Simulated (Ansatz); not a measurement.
C₈H₂₀GeO₃⁻, that is GeEt(OEt)3 with one electron more. Charge -1, multiplicity 2. Geometry PBE-D4/def2-SVP, that of the neutral singlet; atoms count from 1.

```xyz
32

Ge   -0.361    0.794   -0.237
C    -0.745    2.687    0.042
C    -1.245    3.360   -1.241
H     0.191    3.156    0.411
H    -1.488    2.753    0.863
H    -1.463    4.435   -1.074
H    -0.491    3.288   -2.050
H    -2.174    2.879   -1.610
O    -1.741   -0.095   -0.948
C    -2.364   -1.202   -0.295
C    -1.631   -2.514   -0.538
H    -2.452   -1.025    0.801
H    -3.398   -1.260   -0.703
H    -2.186   -3.363   -0.088
H    -1.522   -2.710   -1.624
H    -0.622   -2.486   -0.079
O     0.020   -0.149    1.256
C     1.063    0.282    2.126
C     1.221   -0.737    3.243
H     2.025    0.390    1.570
H     0.829    1.286    2.561
H     2.013   -0.425    3.954
H     0.270   -0.850    3.803
H     1.493   -1.729    2.829
O     0.999    0.756   -1.407
C     1.381   -0.455   -2.057
C     2.320   -1.301   -1.205
H     0.482   -1.047   -2.344
H     1.887   -0.160   -3.004
H     2.659   -2.199   -1.763
H     3.215   -0.716   -0.913
H     1.815   -1.642   -0.278
```

The highest occupied level of the charge -1 doublet lies above zero (up to 3.69 eV). By energy differences it is unbound by 2.32 eV (vertical, to the charge 0 singlet, at PBE0-D4/def2-SVP) and held by the finite basis.

Estimate the Mulliken populations of the heavy atoms from the PBE0/def2-SVP orbitals of Ansatz.


```tsv
atom	charge (e)	spin (α − β)
Ge1	0.75	0.37
C2	-0.10	-0.07
C3	-0.08	0.00
O9	-0.55	0.01
C10	0.21	0.00
C11	-0.09	-0.02
O17	-0.54	0.00
C18	0.21	-0.01
C19	-0.04	-0.04
O25	-0.54	0.01
C26	0.16	0.02
C27	-0.06	-0.04
```
Mulliken values and Mayer orders depend strongly on the basis.

Where does the spin sit?

Summed by element: Ge 0.37, C -0.15, H 0.77, O 0.01, of 1 unpaired in all. Largest on single atoms: Ge1 0.37, H4 0.10, H5 0.10.

And the Mayer bond orders between bonded heavy atoms (over 0.3)?

Ge1–C2 0.67 (1.95 Å); Ge1–O9 0.86 (1.79 Å); Ge1–O17 0.80 (1.81 Å); Ge1–O25 0.90 (1.79 Å); C2–C3 1.07 (1.53 Å); O9–C10 0.99 (1.43 Å); C10–C11 1.09 (1.52 Å); O17–C18 0.99 (1.42 Å); C18–C19 1.10 (1.52 Å); O25–C26 0.99 (1.43 Å); C26–C27 1.08 (1.52 Å).
